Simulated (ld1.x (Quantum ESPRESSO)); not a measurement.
An all-electron radial function and its pseudo partner (Be)

Columns: radius, all-electron u(r) and pseudo u(r) of the 2s shell (level -13.64 eV) of beryllium in the configuration [He] 2s1 2p0; BLYP, scalar-relativistic, ultrasoft scheme, ld1.x (Quantum ESPRESSO) 7.5.

| r (bohr) | all-electron | pseudo |
| --- | --- | --- |
| 0.120 | 0.2547 | -0.0725 |
| 0.240 | 0.2940 | -0.1441 |
| 0.360 | 0.2282 | -0.2140 |
| 0.480 | 0.1151 | -0.2812 |
| 0.600 | -0.0142 | -0.3450 |
| 0.720 | -0.1428 | -0.4048 |
| 0.840 | -0.2617 | -0.4599 |
| 0.960 | -0.3665 | -0.5097 |
| 1.080 | -0.4552 | -0.5540 |
| 1.200 | -0.5277 | -0.5922 |
| 1.320 | -0.5850 | -0.6243 |
| 1.440 | -0.6283 | -0.6500 |
| 1.560 | -0.6589 | -0.6692 |
| 1.680 | -0.6780 | -0.6818 |
| 1.800 | -0.6871 | -0.6879 |
| 1.920 | -0.6875 | -0.6875 |
| 2.040 | -0.6806 | -0.6806 |
| 2.160 | -0.6678 | -0.6678 |
| 2.280 | -0.6503 | -0.6503 |
| 2.400 | -0.6290 | -0.6290 |
| 2.520 | -0.6049 | -0.6049 |
| 2.640 | -0.5788 | -0.5788 |
| 2.760 | -0.5513 | -0.5513 |
| 2.880 | -0.5229 | -0.5229 |
| 3.000 | -0.4943 | -0.4943 |
| 3.120 | -0.4657 | -0.4657 |

(1) How many radial nodes do the two functions have?

(2) At about which radius was the pseudo-wave matched?

(3) Is the pseudo-wave norm-conserving?

## Answers

(1) The all-electron 2s function has n − l − 1 = 1; the pseudo-wave has 0, since the states of the same l below it are removed with the core.

(2) 2.00 bohr, where the columns begin to agree (steps of 0.12 bohr).

(3) No, it belongs to an ultrasoft set: the norm inside the radius is not constrained, and the difference is carried by the augmentation charge.
